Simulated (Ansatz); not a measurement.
Consider the isomerisation: `FB(Cl)O[SiH3]` → `O[SiH2]B(F)Cl`.

Calculated with Ansatz (gas phase, PBE0-D4/def2-TZVP geometries, no zero-point term in ΔE). CCSD(T)/CBS is the MP2 limit (def2-TZVPP, def2-QZVPP) plus CCSD(T) − MP2 in def2-TZVPP, frozen cores. This one scheme is used for every species. DFT in def2-TZVPP. B3LYP here is the variant with VWN-RPA as its local correlation; programs differ in this. HSE06 is defined as in plane-wave codes. Each species was taken in one conformer, which may not be the lowest.

| level | ΔE (kJ/mol) | difference from CCSD(T)/CBS |
| --- | --- | --- |
| LDA (SPW92) | 145.0 | -8.3 |
| PBE-D4 | 136.9 | -16.4 |
| revPBE-D4 | 136.3 | -17.0 |
| BLYP-D4 | 148.8 | -4.5 |
| r2SCAN-D4 | 152.8 | -0.5 |
| B97M-V | 157.5 | 4.2 |
| PBE0-D4 | 146.3 | -7.0 |
| B3LYP-D4 | 155.9 | 2.6 |
| r2SCANh-D4 | 154.9 | 1.6 |
| r2SCAN0-D4 | 157.8 | 4.5 |
| HSE06-D4 | 146.3 | -7.0 |
| BHLYP-D4 | 166.4 | 13.1 |
| CAM-B3LYP-D4 | 161.9 | 8.6 |
| ωB97X-V | 153.2 | -0.1 |
| ωB97M-V | 157.1 | 3.8 |
| B2PLYP | 159.3 | 6.0 |
| PBE-QIDH | 156.3 | 3.0 |
| revPBE | 135.4 | -17.9 |
| BLYP | 149.9 | -3.4 |
| r2SCAN | 152.8 | -0.5 |
| PBE0 | 146.9 | -6.4 |
| B3LYP | 157.1 | 3.8 |
| r2SCAN0 | 157.9 | 4.6 |
| HSE06 | 146.8 | -6.5 |
| BHLYP | 168.0 | 14.7 |
| CAM-B3LYP | 162.6 | 9.3 |
| LC-ωPBE | 151.2 | -2.1 |
| HF/def2-SVP | 196.3 | 43.0 |
| MP2/def2-SVP | 184.6 | 31.3 |
| CCSD/def2-SVP | 181.4 | 28.1 |
| CCSD(T)/def2-SVP | 179.2 | 25.9 |
| HF/def2-TZVPP | 180.7 | 27.4 |
| SCS-MP2/def2-TZVPP | 163.2 | 9.9 |
| CCSD/def2-TZVPP | 160.3 | 7.0 |
| HF/def2-QZVPP | 181.8 | 28.5 |
| MP2/def2-QZVPP | 159.3 | 6.0 |
| SCS-MP2/def2-QZVPP | 161.7 | 8.4 |
| HF/CBS(def2) | 182.0 | 28.7 |
| MP2/CBS(def2) | 157.4 | 4.1 |
| CCSD/CBS(def2) | 156.8 | 3.5 |
| CCSD(T)/CBS | 153.3 | 0 |

Largest T1 diagnostic among the species: 0.013.

Leaving LDA and LC-ωPBE aside and taking each functional with its dispersion term where it has one, the values spread over 30.1 kJ/mol, from revPBE-D4 to BHLYP-D4. LDA lies +7.4 kJ/mol from PBE without D4. In def2-TZVPP, CCSD(T) changes the Hartree–Fock value by −23.8 kJ/mol (the triples alone add −3.5 kJ/mol) and MP2 by −19.7 kJ/mol. From r2SCAN to r2SCAN0 (25 % exact exchange), in def2-TZVPP and without D4, ΔE moves by +5.1 kJ/mol.
